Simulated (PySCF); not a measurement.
Ge(F)2(SeH)2 (F2GeH2Se2), SMILES [F][Ge]([F])([SeH])[SeH].

Coordinates come from a B3LYP-D3(BJ)/def2-SVP optimisation. One conformer was computed; it need not be the lowest.

Level of theory: PySCF with CAM-B3LYP/def2-TZVP.

Symmetry labels are those of the subgroup C2 that the program uses (full group C2).

Computed valence orbital energies around the gap with their symmetry:
```
orbital  symmetry  energy (eV)
-------  --------  -----------
HOMO−7          A       -13.46
HOMO−6          B       -13.16
HOMO−5          A       -12.85
HOMO−4          B       -12.77
HOMO−3          A       -12.33
HOMO−2          B       -10.49
HOMO−1          A        -9.31
HOMO            B        -9.13
LUMO            A        -1.00
LUMO+1          A         0.47
LUMO+2          B         0.71
LUMO+3          B         1.29
```
